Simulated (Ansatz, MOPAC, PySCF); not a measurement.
System: dichloro-bis(sulfanyl)silane, SiH2S2Cl2, charge 0, multiplicity 1. SMILES: S[Si](S)(Cl)Cl
Geometry: optimised at B3LYP-D3(BJ)/def2-TZVP (Ansatz, a program for electronic structure).

Unscaled harmonic wavenumbers (cm⁻¹) in rising order, each level at the stationary point that it reaches from this structure (no distance between atoms moves by over 0.3 Å); the order of modes can differ between levels, and a negative number is imaginary. B3LYP-D3(BJ)/def2-TZVP (PySCF, at the structure above): 112, 129, 189, 195, 203, 206, 261, 387, 561, 567, 572, 768, 780, 2663, 2663.

PM6 (MOPAC): 92, 108, 134, 161, 168, 180, 190, 356, 515, 532, 543, 626, 630, 2645, 2653. Zero-point energy 13.6 against 14.7 kcal/mol; where all levels lie over 400 cm⁻¹, the wavenumbers are on average 0.917 times those of B3LYP-D3(BJ)/def2-TZVP.

HF/6-31G* (Ansatz): 125, 144, 208, 217, 222, 227, 280, 419, 609, 620, 623, 873, 886, 2901, 2902. Zero-point energy 16.1 against 14.7 kcal/mol; where all levels lie over 400 cm⁻¹, the wavenumbers are on average 1.103 times those of B3LYP-D3(BJ)/def2-TZVP.

B3LYP/6-31G* (Ansatz): 114, 131, 191, 198, 205, 208, 268, 381, 560, 568, 573, 789, 803, 2671, 2672. Zero-point energy 14.8 against 14.7 kcal/mol; where all levels lie over 400 cm⁻¹, the wavenumbers are on average 1.009 times those of B3LYP-D3(BJ)/def2-TZVP.
